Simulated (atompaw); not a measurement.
Pseudopotential generation for C: PAW (atompaw), PBE, non-relativistic.

* Element: carbon
* Generator: atompaw 4.2.0.5
* Type: PAW
* Functional: PBE
* Relativity: non-relativistic
* Frozen core: [He]
* Valence charge: 4
* Reference configuration: 2s2 2p2
* Partial waves: 2s (bound): rc 1.45 bohr; 2s channel at 0.8 Ry: rc 1.45 bohr; 2p (bound): rc 1.45 bohr; 2p channel at 0.95 Ry: rc 1.45 bohr
* Local potential: vpsmatchnc scheme with l = 2 at 0 Ry, radius 1.30 bohr
* Core correction: smooth core density matched at 1.10 bohr
* Augmentation charge: sinc compensation charge, radius 1.25 bohr; PAW radius 1.45 bohr; waves and projectors: custom rrkj vanderbiltortho

All-electron outer shells of the reference configuration (PBE, non-relativistic, ld1.x):

```json
{"shell": "2s", "level (eV)": "-13.74", "outermost node (bohr)": "0.38", "outermost maximum (bohr)": "1.22"}
{"shell": "2p", "level (eV)": "-5.29", "outermost node (bohr)": "–", "outermost maximum (bohr)": "1.20"}
```

Calculated quality:

| Item | Value |
| --- | --- |
| Cutoffs needed | 30 Ry and 35 Ry (the cutoffs (Ry, on a coarse ladder) from which the occupation-weighted sum of valence levels, in a spherical-Bessel basis at the reference potential, stays within 10 and 1 mRy of its value at 400 Ry) |
| Ghost test | no extra level below or beside the all-electron valence levels (s, p, d, f tested) (spherical-Bessel basis up to 400 Ry, 20 bohr box) |
| Lowest eigenvalue of the overlap operator | 0.50 (s channel) |
| Overlap eigenvalues printed by atompaw (projector basis) | 0.185, 0.422, 72.5, 8.81e+04 |
| Share of each valence orbital outside the PAW sphere | 2s 50 %, 2p 56 % |

Generation and tests took about 0.34 s on one core of a shared server CPU.
